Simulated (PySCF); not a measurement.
**Excitation energy of In by level of theory**

In [Kr] 4d10 5s2 5p1 (2P) → In [Kr] 4d10 5s1 5p2 (4P), as a difference of total energies. Computed with PySCF 2.14 in aug-cc-pVTZ-PP with ECP28MDF (6s5p4d2f, 55 functions), with a scalar-relativistic core potential. Correlated levels: valence: 4s2 4p6 4d10 frozen. The calculations carry no spin-orbit coupling.

```tsv
method	excitation energy (eV)
UHF	2.890
LDA	4.963
PBE	4.716
PBE0	4.366
r2SCAN	4.284
B3LYP	4.778
r2SCANh	4.212
M06	5.291
revPBE	4.608
MP2 (valence)	3.517
SCS-MP2 (valence)	3.758
```

How much does correlation contribute at MP2 (valence)?

3.517 − (2.890) = 0.627 eV, measured against UHF.

Errors of the correlated levels include the incompleteness of this basis and the frozen core.

For comparison: 4.350 eV (measured; NIST levels, between the centres of gravity of the two terms).
